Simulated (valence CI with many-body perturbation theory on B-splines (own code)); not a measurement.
Sm30+ in brief

Level of theory: configuration interaction combined with many-body perturbation theory (CI+MBPT): four valence electrons over a frozen Dirac-Fock core [Ar] 3d10, a basis of 9 s, 9 p, 8 d, 6 f, 3 g, 1 h functions for each j, with the one-electron correlation potential Σ1, the two-electron term Σ2, the three-electron term Σ3, Breit, model QED; selected CI, second order for the rest, scaled by the run's own slope (own B-spline code, finite nucleus).

No measured spectrum was set against this ion. As an estimate, large intervals hold to a few tenths of a per cent, small ones and those within an open d or f shell to about a per cent.

Levels are named by their leading jj configuration (3d3/2^4 stands for four electrons in 3d with j = 3/2), which in mixed levels can hold well under half, so a name can repeat and another be missing.

Rates and lifetimes use the calculated energies. Strong lines usually hold to 10 to 20 %, long lifetimes can be off by a factor of two.

What is the ground level?

(4s^2 4p1/2^2) J=0, composition 73 % 4s2 4p2 3P + 26 % 4s2 4p2 1S.

Among levels below 232.65 eV, which E1 lines absorb most strongly from the ground level?

to (4s^2 4p1/2 4d3/2) J=1 at 7.698 nm, f = 1.28; to (4s 4p1/2^2 4p3/2) J=1 at 11.15 nm, f = 0.454; to (4s 4p1/2 4p3/2^2) J=1 at 8.177 nm, f = 0.256.

What is the ionisation energy?

1182 eV; NIST lists 1180 ± 4 eV (theoretical).

Name the longest-lived excited levels whose lifetime is computed, and their main decay.

(4s^2 4p1/2 4p3/2) J=2 at 36.39 eV lives 303 μs, mostly by E2 to (4s^2 4p1/2^2) J=0; (4s^2 4p3/2 4d5/2) J=4 at 190.39 eV lives 4.52 μs, mostly by M1 to (4s^2 4p1/2 4d5/2) J=3; (4s^2 4p1/2 4p3/2) J=1 at 33.17 eV lives 3.96 μs, mostly by M1 to (4s^2 4p1/2^2) J=0.

What are the static dipole polarisabilities of the lowest levels?

(4s^2 4p1/2^2) J=0 0.0856; (4s^2 4p1/2 4p3/2) J=1 0.0945 (tensor 0.0036); (4s^2 4p1/2 4p3/2) J=2 0.0940 (tensor 0.0060) bohr³, of which the core gives 0.00535.
